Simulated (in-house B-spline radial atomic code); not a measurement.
## Ionising Sn5+ with different functionals

Computed with a radial B-spline atomic code at the basis-set limit: scalar-relativistic (spin-free X2C) Hamiltonian, Fermi nucleus of rms radius 4.6519 fm, spin-polarised at highest spin, spherical fractional occupations for the functionals, the average over the highest-spin determinants for Hartree-Fock. The ionisation energy is the difference of two self-consistent energies, [Kr] 4d9 → [Kr] 4d8, without Breit or QED terms; ε is the level of the shell that loses the electron (its least bound occupied spin orbital). There is no spin-orbit coupling in this Hamiltonian.

Hybrids are left out here: with spherical fractional occupations of an open shell their exact exchange keeps a self-interaction that integer-occupation calculations don't have.

```json
{"method": "Hartree-Fock", "rung": "Hartree-Fock", "ΔSCF (eV)": "94.17", "-ε(4d) (eV)": "95.81"}
{"method": "LDA VWN5", "rung": "LDA", "ΔSCF (eV)": "95.95", "-ε(4d) (eV)": "86.33"}
{"method": "LDA PW92", "rung": "LDA", "ΔSCF (eV)": "95.94", "-ε(4d) (eV)": "86.32"}
{"method": "LDA exchange-only", "rung": "LDA", "ΔSCF (eV)": "93.92", "-ε(4d) (eV)": "84.36"}
{"method": "PBE", "rung": "GGA", "ΔSCF (eV)": "95.69", "-ε(4d) (eV)": "86.09"}
{"method": "PBEsol", "rung": "GGA", "ΔSCF (eV)": "?", "-ε(4d) (eV)": "?"}
{"method": "BLYP", "rung": "GGA", "ΔSCF (eV)": "95.50", "-ε(4d) (eV)": "85.90"}
{"method": "RPBE", "rung": "GGA", "ΔSCF (eV)": "95.64", "-ε(4d) (eV)": "86.03"}
{"method": "PW91", "rung": "GGA", "ΔSCF (eV)": "95.80", "-ε(4d) (eV)": "86.19"}
{"method": "BP86", "rung": "GGA", "ΔSCF (eV)": "95.77", "-ε(4d) (eV)": "86.16"}
{"method": "AM05", "rung": "GGA", "ΔSCF (eV)": "95.70", "-ε(4d) (eV)": "86.08"}
{"method": "OLYP", "rung": "GGA", "ΔSCF (eV)": "96.05", "-ε(4d) (eV)": "86.42"}
{"method": "TPSS", "rung": "meta-GGA", "ΔSCF (eV)": "95.63", "-ε(4d) (eV)": "86.04"}
{"method": "SCAN", "rung": "meta-GGA", "ΔSCF (eV)": "?", "-ε(4d) (eV)": "?"}
{"method": "r2SCAN", "rung": "meta-GGA", "ΔSCF (eV)": "95.98", "-ε(4d) (eV)": "86.48"}
{"method": "revTPSS", "rung": "meta-GGA", "ΔSCF (eV)": "95.56", "-ε(4d) (eV)": "85.97"}
```

**Question.** What does PBEsol give?

**Answer.** ΔSCF 95.67 eV, and -ε(4d) = 86.06 eV.

**Question.** What does SCAN give?

**Answer.** ΔSCF 95.92 eV, and -ε(4d) = 86.43 eV.

**Question.** How do they compare with the NIST value?

**Answer.** NIST lists 94 eV ± 2 (tabulated theory, ground level to ground level). Errors run from -0.08 to +2.05 eV; all lie within about twice that uncertainty, so the table can't rank the methods. Hartree-Fock also lacks correlation.
